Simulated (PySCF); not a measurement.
C₂H₅BO₃, SMILES OB1COCO1. Atoms are numbered in the order given.

```xyz
11

O      2.1381    -0.1047     0.3515
B      0.8013    -0.0309     0.1169
C     -0.0804     1.2543    -0.1847
O     -1.4099     0.7186    -0.0141
C     -1.3373    -0.6553    -0.2761
O     -0.0350    -1.1268     0.0930
H      2.4287    -1.0258     0.4873
H      0.0734     1.6493    -1.2215
H      0.0509     2.1058     0.5128
H     -2.1137    -1.1788     0.3220
H     -1.4858    -0.8876    -1.3636
```
Charge 0, spin multiplicity 1.

Geometry optimised at PBE-D3(BJ)/def2-SVP. This is a generated structure with no PubChem entry under its InChIKey; it may be hypothetical. One conformer was computed; it need not be the lowest.

Two levels are set side by side: PBE/pcSseg-1 (PySCF) and PBE0/pcSseg-1 (PySCF). GIAO shifts against BF3 (¹¹B), H2O (¹⁷O), TMS (¹H), TMS (¹³C) at the same level; non-relativistic, no solvent, atoms listed together averaged. Differences are taken from unrounded values.

```
quantity             PBE0    PBE  PBE minus PBE0
------------------  -----  -----  --------------
δ(¹⁷O) of O1 (ppm)  105.0  113.4             8.3
δ(¹¹B) of B2 (ppm)   22.7   22.0            -0.7
δ(¹³C) of C3 (ppm)   60.7   62.8             2.2
δ(¹⁷O) of O4 (ppm)   68.7   86.0            17.4
δ(¹³C) of C5 (ppm)  105.1  109.3             4.2
δ(¹⁷O) of O6 (ppm)  188.9  207.6            18.6
δ(¹H) of H7 (ppm)    4.83   4.79           -0.04
```

Rough cost on one machine, each run with all the roots and properties that it gave: PBE0 against PBE within a factor of 2.
